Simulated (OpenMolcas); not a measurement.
Pd4+ (d6) among equal point charges was computed by CASSCF with the d shell active (OpenMolcas, ANO-RCC-VDZP on the metal). Its lowest spin-free states, and all those of the highest spin:

```tsv
2S+1	Degeneracy	E (cm-1)
5	1	0.0
5	2	4409
5	1	5570
5	1	14334
3	2	17785
3	1	18160
3	1	22393
3	2	22443
3	2	23567
3	1	23610
1	1	24532
3	1	25158
```

Q: Is the site octahedral, tetrahedral or cube-like, axial, or of lower symmetry?

A: The states with 2S+1 = 5 have orbital degeneracies 1, 2, 1, 1. There are pairs but no triples, so the site is axial: not cubic, but with a proper or improper axis of order three or more. The run had Pd4+ among 6 point charges of -1.7 e arranged as a tetragonal octahedron (D4h), 2.01 Å from the ion, with the axial distance 1.729 Å.

Without dynamic correlation the repulsion within the d shell is too large (B by tens of per cent), so at a given field states of lower spin stand too high. Point charges give a weaker field than real ligands, and real ions of this kind are as a rule low spin; the high spin found here belongs to the model. This is an electrostatic model: the charges have no orbitals. No measured value stands beside these numbers.
